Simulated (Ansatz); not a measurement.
A structure relaxed at r2SCAN-D4/def2-TZVP in Ansatz, charge 0, doublet:

Cartesian coordinates in Å:
```
Ta 0.693 -0.423 -0.240
S 0.236 0.236 1.761
S -0.929 0.188 -1.522
```

Q: Give its formula and point group.

A: the cluster TaS₂ (the lowest doublet isomer of a short search). Point group C2v (tolerance 0.1 Å).

Q: Summarise the bond lengths by kind (pairs closer than 1.2 times the sum of covalent radii, bridged metal pairs left out).

A: 2 × S–Ta 2.16 Å. The metal has 2 neighbours: S 2.16 Å, S 2.16 Å.

In the def2 sets Ta takes a core potential; there is no spin–orbit coupling. The relaxation made no stability test and no search for a lower SCF solution. The structure comes from a short search, and lower isomers may exist.
